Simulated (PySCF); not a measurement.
Molecule: C5H6, SMILES C#CCC=C. Atoms near the plane z = 0.8 Å, at the GFN2-xTB optimised geometry (x, y, z in Å): C2 (1.9, -1.3, 1.2), C3 (1.4, -0.5, 0.0), C4 (-0.1, -0.5, 0.0), C5 (-0.8, 0.5, 0.0), H7 (1.8, 0.5, 0.0), H9 (-0.6, -1.5, 0.0), H10 (-0.4, 1.5, 0.0), H11 (-1.9, 0.5, 0.0).

Level of theory: PySCF 2.14.0 with B3LYP/def2-TZVP. Cells within 0.4 Å of a nucleus heavier than hydrogen are left out (blank, or x). The values are rescaled to run from 0 to 1.

```
|2222222222222222222222222|
|2222222222222222222222222|
|2222222222222222222222222|
|2222222222222222222222222|
|2222222222333322222222222|
|2222222223333332222222222|
|2222222223454333332222222|
|2222222234565333333322222|
|2222233357764333344332222|
|2222344599985333455432222|
|2223356799995334576532221|
|2223345799996556887532211|
|2222334479999989999632111|
|2222222335999999999952111|
|2222222224999999999993111|
|2222222224899999999994100|
|222222223468878999x994000|
|2222222234665459999992000|
|2222222234543335999941000|
|2222222233332222344210000|
|2222222222222111000000000|
|2222222222221110000000001|
|2222222222221110000000011|
|2222222222211111000000111|
|2222222222211111111111111|
```
Scale: ten equal steps from 0.000 (start of '0') to 1.00 (end of '9'), in the order '0123456789'; x runs from -4.00 to 4.00, y from -4.00 (bottom) to 4.00 (top).

### Question
Which quantity is mapped?
A. electron localisation function
B. deformation density (molecule minus spherical neutral atoms)
C. an orbital amplitude
D. electrostatic potential

### Answer
D, electrostatic potential. In full: electrostatic potential (hartree/e), clipped to [-0.08, 0.12].
